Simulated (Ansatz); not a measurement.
Cost and result up the ladder for (KSH)2 ring (K2H2S2) (6 atoms). Total charge 0; singlet. Geometry: PBE0-D4/def2-SVP.

```csv
atom,x (Å),y (Å),z (Å)
K1,-0.7476,1.1343,1.5244
S2,1.6278,-0.7365,1.4709
K3,1.2749,-0.4785,-1.5215
S4,-1.0625,1.4396,-1.4678
H5,0.9666,-1.9032,1.6496
H6,-2.0593,0.5443,-1.6556
```

Ansatz on 4 threads of Arm Neoverse V1 on a shared host. Times are rough, and most runs start from the orbitals of an earlier one. CAM-B3LYP-D4/def2-TZVP serves as the yardstick here, not as an exact answer. Differences are given only for rows in sets of like size (and for xTB, whose basis is part of the method), since another set adds its own error. Binding counts from free atoms at the same level (K doublet, S triplet, H doublet; other spins of the atoms weren't run), without zero-point energy or a counterpoise term.

Correlated methods freeze 20 core orbitals; core or outer-core shells of K are correlated, in sets that lack core-valence functions.

Correlated methods converge slowly with the basis.

| level | functions | wall time | binding energy per atom (eV) | difference from CAM-B3LYP-D4/def2-TZVP (eV) |
| --- | --- | --- | --- | --- |
| PBE-D4/def2-SVP | 94 | 1.4 s | 2.53 | – |
| LDA (SPW92)/def2-TZVP | 152 | 1.8 s | 2.83 | 0.31 |
| PBE0-D4/def2-SVP | 94 | 1.8 s | 2.51 | – |
| MP2/def2-TZVP | 152 | 1.8 s | 2.42 | -0.10 |
| PBE-D4/def2-TZVP | 152 | 1.8 s | 2.54 | 0.01 |
| HF/def2-TZVP | 152 | 1.9 s | 1.76 | -0.76 |
| PBE-D4/def2-TZVPD | 182 | 3 s | 2.55 | 0.02 |
| PBE0-D4/def2-TZVP (with forces) | 152 | 3.3 s | 2.51 | -0.01 |
| CAM-B3LYP-D4/def2-TZVP | 152 | 3.5 s | 2.53 | 0.00 |
| BHLYP-D4/def2-TZVP | 152 | 3.7 s | 2.47 | -0.06 |
| PBE0-D4/def2-TZVPD | 182 | 5.5 s | 2.52 | -0.01 |
| r2SCAN0-D4/def2-TZVP | 152 | 6 s | 2.52 | 0.00 |
| r2SCAN-D4/def2-TZVPD | 182 | 6.5 s | 2.57 | 0.04 |
| CCSD(T)/def2-TZVPP | 178 | 16 s | 2.46 | -0.07 |
